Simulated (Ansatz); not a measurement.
Basis-set extrapolation for `BC[SiH2]F` (PBE0-D4/def2-TZVP geometry, frozen core, Ansatz). Multiplicity 1, RHF reference.

```tsv
	def2-TZVPP	def2-QZVPP
HF	-454.556686	-454.574175
MP2 correlation	-0.650729	-0.702120
CCSD(T) correlation	-0.715282	not run
```

Energies in hartree. Use E(X) = E(∞) + A·exp(−7.88·√X) for Hartree–Fock and E(X) = E(∞) + B·X^(−2.97) for correlation, with X = 3 and 4, and add CCSD(T) minus MP2 of the smaller set to the MP2 limit.

Question: What is the CCSD(T) energy at the basis-set limit?

Answer: HF limit: -454.574175 + (-0.017489) × 0.13774 = -454.57658. MP2 limit: -0.702120 + (-0.051391) × 0.74074 = -0.74019. Higher-order term: -0.715282 − (-0.650729) = -0.06455. Total: -455.38132 hartree, 287.1 kJ/mol below CCSD(T)/def2-TZVPP.
